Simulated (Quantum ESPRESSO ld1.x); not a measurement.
Question: The mean radii <r> (bohr) of the occupied orbitals of an atom or ion are listed with their occupations. Method: scalar-relativistic Kohn-Sham, LDA (Slater exchange, VWN5 correlation), spin-polarised, spherical densities, point nucleus; computed with ld1.x of Quantum ESPRESSO 7.5.

orbital  occ.      <r>
1s up       1  0.02958
1s down     1  0.02957
2s up       1   0.1203

Name the element and its charge. Open shells, if any, are filled with parallel spins first.

Answer: Z = 49, indium, charge +46: In46+ in [He] 2s1. The 1s radius gives Z: for a bare nucleus <r> = (2 gamma + 1)/(2Z) with gamma = sqrt(1 - (Z/c)^2), 0.02926 bohr for Z = 49, and screening makes it slightly larger (0.02958 here). The occupations add up to 3, and the charge is Z minus that.
